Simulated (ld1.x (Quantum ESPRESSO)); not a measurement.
Reading a pseudo-wave (lithium (Li))

Columns: radius, all-electron u(r) and pseudo u(r) of the 2s shell (level -3.14 eV) of lithium in the configuration [He] 2s0.5 2p0.5; PBE, non-relativistic, TM scheme, ld1.x (Quantum ESPRESSO) 7.5.

```
r (bohr)  all-electron   pseudo
   0.210        0.1805  -0.0390
   0.420        0.1729  -0.0784
   0.630        0.0951  -0.1187
   0.840       -0.0042  -0.1600
   1.050       -0.1038  -0.2028
   1.260       -0.1948  -0.2469
   1.470       -0.2734  -0.2922
   1.680       -0.3386  -0.3376
   1.890       -0.3913  -0.3816
   2.100       -0.4341  -0.4223
   2.310       -0.4675  -0.4575
   2.520       -0.4918  -0.4853
   2.730       -0.5077  -0.5045
   2.940       -0.5163  -0.5151
   3.150       -0.5183  -0.5181
   3.360       -0.5149  -0.5149
   3.570       -0.5069  -0.5069
   3.780       -0.4950  -0.4950
   3.990       -0.4801  -0.4801
   4.200       -0.4628  -0.4628
   4.410       -0.4437  -0.4437
   4.620       -0.4233  -0.4233
   4.830       -0.4022  -0.4022
   5.040       -0.3806  -0.3806
   5.250       -0.3590  -0.3590
   5.460       -0.3375  -0.3375
```

How many radial nodes do the two functions have?

The all-electron 2s function has n − l − 1 = 1; the pseudo-wave has 0, since the states of the same l below it are removed with the core.

At about which radius was the pseudo-wave matched?

3.55 bohr. The columns agree to 0.0005 from 3.15 bohr on; several derivatives are matched, so the curves merge somewhat inside the radius.

Where does each function peak?

Outermost all-electron maximum near 3.15 bohr, pseudo maximum near 3.15 bohr (to the table’s step).

Is the pseudo-wave norm-conserving?

Yes: the TM scheme keeps the norm inside the radius equal to the all-electron one, which fixes the energy derivative of the logarithmic derivative at the level.
